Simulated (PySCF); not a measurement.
# How methods differ on the excitation energy of Ir⁺

Ir⁺ [Xe] 4f14 5d7 6s1 (5F) → Ir⁺ [Xe] 4f14 5d8 (3F), as a difference of total energies. Computed with PySCF 2.14 in def2-TZVPPD with the def2 core potential (60 electrons) (6s5p3d2f1g, 59 functions), with scalar relativity through the core potential. Correlated levels: valence: 5s2 5p6 frozen; valence and next inner shell: nothing frozen outside the core potential. The calculations carry no spin-orbit coupling.

Order these methods by the excitation energy they give, lowest first.
A. r2SCAN
B. MP2 (valence and next inner shell)
C. SCS-MP2 (valence and next inner shell)
D. PBE0

C (0.143 eV), D (0.260 eV), B (0.371 eV), A (0.609 eV).

Errors of the correlated levels include the incompleteness of this basis and the frozen core.

For comparison: 0.362 eV (measured; NIST levels, between the centres of gravity of the two terms).
